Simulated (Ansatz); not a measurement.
Species: C₄H₉O, charge 0, multiplicity 2. It need not be the lowest isomer of its formula. 
Coordinates optimised at B3LYP-D3(BJ)/def2-TZVP (Ansatz, a program for electronic structure):
SMILES: [CH2]C(C)OC
```xyz
14

C     -0.1546     1.5694     0.1268
C     -0.4601     0.1184     0.2512
C     -1.7758    -0.2556    -0.4345
O      0.5459    -0.6937    -0.3490
C      1.7803    -0.6723     0.3372
H     -0.5508     2.2840     0.8348
H      0.3338     1.9350    -0.7669
H     -0.5388    -0.1446     1.3182
H     -1.7160    -0.0316    -1.5001
H     -1.9667    -1.3226    -0.3101
H     -2.6052     0.3067    -0.0047
H      2.2208     0.3308     0.3574
H      2.4519    -1.3463    -0.1923
H      1.6653    -1.0215     1.3718
```
Charge 0, spin multiplicity 2.

Dipole moments at this geometry, in debye (magnitudes).

| level | program | dipole (D) |
|---|---|---|
| PBE/def2-TZVPD | Ansatz | [?] |
| B97M-V/def2-TZVPD | Ansatz | 1.04 |
| B3LYP/def2-TZVPD | Ansatz | 1.12 |
| PBE0/def2-TZVPD | Ansatz | 1.11 |
| r2SCANh/def2-TZVPD | Ansatz | 1.10 |
| HSE06/def2-TZVPD | Ansatz | 1.11 |
| CAM-B3LYP/def2-TZVPD | Ansatz | 1.18 |
| LC-wPBE/def2-TZVPD | Ansatz | 1.21 |
| wB97X-V/def2-TZVPD | Ansatz | 1.16 |
| CCSD(T)/aug-cc-pVDZ | Ansatz | [?] |

Q: What belongs in the gaps?

A: 
- PBE/def2-TZVPD, dipole (D): 1.01
- CCSD(T)/aug-cc-pVDZ, dipole (D): 1.14
